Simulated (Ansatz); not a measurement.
One change: `CC(F)(CF)C(F)F` becomes `CC(O)(F)CF`.

Ansatz, PBE0-D4/def2-TZVP geometries, multiplicity 1. Each molecule was computed in one conformer, which needn't be the lowest.

```json
{"property": "size of the dipole moment (B3LYP/def2-TZVPP) / D", "`CC(F)(CF)C(F)F`": "2.27"}
{"property": "HOMO–LUMO gap (B3LYP/def2-TZVPP) / eV", "`CC(F)(CF)C(F)F`": "10.07"}
{"property": "HOMO energy (B3LYP/def2-TZVPP) / eV", "`CC(F)(CF)C(F)F`": "-9.21"}
{"property": "LUMO energy (PBE/def2-TZVPP) / eV", "`CC(F)(CF)C(F)F`": "0.41"}
{"property": "zero-point energy (PBE0-D4/def2-TZVP) / kJ/mol", "`CC(F)(CF)C(F)F`": "268.2"}
{"property": "LUMO energy (PBE0/def2-TZVPP) / eV", "`CC(F)(CF)C(F)F`": "1.22"}
```

(1) What does the change do to each property? (An estimate is asked.)

Results:

(1) The calculation gave: 
| property | `CC(O)(F)CF` | shift |
| --- | --- | --- |
| size of the dipole moment (B3LYP/def2-TZVPP) / D | 2.26 | -0.01 |
| HOMO–LUMO gap (B3LYP/def2-TZVPP) / eV | 9.52 | -0.55 |
| HOMO energy (B3LYP/def2-TZVPP) / eV | -8.75 | 0.46 |
| LUMO energy (PBE/def2-TZVPP) / eV | 0.22 | -0.19 |
| zero-point energy (PBE0-D4/def2-TZVP) / kJ/mol | 245.8 | -22.4 |
| LUMO energy (PBE0/def2-TZVPP) / eV | 1.14 | -0.08 |

With PBE0 the HOMO rises by 0.42 eV and the LUMO falls by 0.08 eV, so the gap narrows by about 0.50 eV. PBE moves the HOMO by 0.42 eV and ωB97M-V by 0.36 eV. The zero-point energy changes by -22.4 kJ/mol with -6 modes. Dipoles are sizes alone; their direction can turn.

B3LYP here is the variant with VWN-RPA as its local correlation; programs differ in this.
